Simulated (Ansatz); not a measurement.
C$_{3}$H$_{7}$BO (`B/C=C(\C)O`), relaxed with RKS PBE0-D4/def2-TZVP in the Gaussian-basis code of Ansatz from a PBE-D4/def2-SVP geometry. The force threshold is 0.005 eV/Å; the program also tests the step.

The species carries charge 0 and has multiplicity 1.

Start:

```xyz
12

B     1.648   -1.048   -0.476
C     0.831   -0.514    0.685
C    -0.331    0.216    0.573
C    -1.007    0.624   -0.703
O    -0.945    0.623    1.709
H     2.669   -1.683   -0.275
H     1.315   -0.862   -1.637
H     1.142   -0.692    1.730
H    -1.074    1.732   -0.767
H    -2.044    0.225   -0.735
H    -0.456    0.251   -1.583
H    -1.750    1.127    1.479
```

(1) How much energy does the relaxation release, and in how many steps? (Best estimate.)

(2) Which bonds change most? (Estimate.)

(3) Give the relaxed structure. (An estimate is asked.)

Results:

(1) The calculation gave: 5.33 kJ/mol, in 5 steps.

(2) The calculation gave: C2–C3 from 1.377 to 1.355 Å; B1–H7 from 1.222 to 1.200 Å; B1–H6 from 1.219 to 1.198 Å; C4–H11 from 1.103 to 1.086 Å.

(3) Ansatz gave: 
```xyz
12

B     1.629   -1.037   -0.474
C     0.822   -0.507    0.682
C    -0.321    0.212    0.564
C    -0.995    0.616   -0.700
O    -0.938    0.620    1.687
H     2.631   -1.664   -0.273
H     1.305   -0.853   -1.614
H     1.132   -0.685    1.710
H    -1.064    1.708   -0.753
H    -2.014    0.216   -0.725
H    -0.454    0.256   -1.570
H    -1.732    1.118    1.466
```
